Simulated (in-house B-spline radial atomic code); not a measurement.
The numbers below are computed, except where a source is named.
# Two electrons in InAs: a spherical dot of radius 485 nm with hard walls with a doubly ionised double donor at its centre

For InAs the NSM archive of the Ioffe Institute lists m* = 0.023 m0 and ε = 15.15. Real donors also feel a central-cell potential, which shifts the ground state; some double donors stay shallow and helium-like, others are deep centres that this model can't describe. In so narrow a gap the band flattens within tens of meV, so real spacings are smaller, by up to some tenths.

Effective-mass model with parabolic bands, a uniform dielectric constant, no image charges, no central-cell or spin-orbit terms. Two-electron levels come from full CI in B-splines with partial waves to l = 5 (up to 0.001 effective hartree above the limit).

What are the effective units, and what is the potential in them?

Ha* = 27211.386 meV × 0.023/15.15² = 2.727 meV and a* = 0.0529177 nm × 15.15/0.023 = 34.86 nm. The radius is R = 13.9 a*, with −2/r added.

In these units the lowest s and p orbitals lie at -2.0000 and -0.5000, and their Coulomb and exchange integrals are J_ss = 1.2500, J_sp = 0.4856 and K_sp = 0.03414. Full CI gives -2.9035 for the ground singlet, -2.1329 for the sp triplet, -2.1233 for the sp singlet and -2.1751 for the lowest triplet of two s orbitals.

What does it cost to add the second electron, to first order and exactly?

To first order E = 2ε_s + J_ss = -2.7500, so the charging energy E(2) − 2E(1) is J_ss = 3.408 meV. CI gives -2.9035 − 2 × (-2.0000) = 1.0965, or 2.99 meV: relaxation and correlation lower it by 0.4186 meV, 12.3 % of J_ss. The s² configuration of one-electron orbitals holds 92.5 % of the state, and the mean radius is 32.4 nm.

How far above the singlet do the triplets lie?

To first order the sp triplet lies at ε_s + ε_p + J_sp − K_sp = -2.0485, which is 1.913 meV above 2ε_s + J_ss. CI gives -2.1329 − (-2.9035) = 0.7707, or 2.101 meV, 51 % of the orbital spacing of 4.09 meV. The ss triplet lies 1.986 meV up, so the lower of the two is the ss one, and its gap equals k_BT at 23 K. The sp singlet-triplet splitting is 0.02605 meV, against 2K_sp = 0.1862 meV.
